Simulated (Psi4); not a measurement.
Internal rotation in SMILES [SiH2](O)CCC. Scanned: dihedral C1–C2–C3–Si4; all other coordinates were relaxed at GFN2-xTB. Points at φ and −φ are mirror images.

Geometry of the scan point at -120° (Å):
```
15

C      2.4193    -0.4403    -3.5584
C      2.3204    -1.2193    -2.2523
C      1.0877    -2.1362    -2.2182
Si    -0.1053    -1.7399    -0.8033
O     -1.3152    -2.8130    -0.9931
H      1.5390     0.1850    -3.6925
H      2.4907    -1.1206    -4.4049
H      3.2987     0.2010    -3.5595
H      3.2280    -1.8133    -2.1252
H      2.2895    -0.5077    -1.4240
H      1.4024    -3.1777    -2.1448
H      0.5547    -2.0580    -3.1666
H     -0.6229    -0.3705    -0.8999
H      0.5280    -1.9147     0.5083
H     -2.0611    -2.8349    -0.4014
```

Calculation: PBE-D3(BJ)/def2-TZVP // GFN2-xTB (Psi4).

Scanned values (°): -160, -140, -120, -100, -80, -60, -40, -20, 0, 20, 40, 60, 80, 100, 120, 140, 160, 180.

Problem. At which scan points does the profile have its minima and maxima, and how high do they lie?

Solution. Lower than their neighbours: -60° (0.6 kcal/mol), 60° (0.6 kcal/mol), 180° (0.0 kcal/mol). Higher than their neighbours: -120° (2.3 kcal/mol), 0° (4.1 kcal/mol), 120° (2.3 kcal/mol). The whole profile spans 4.1 kcal/mol.
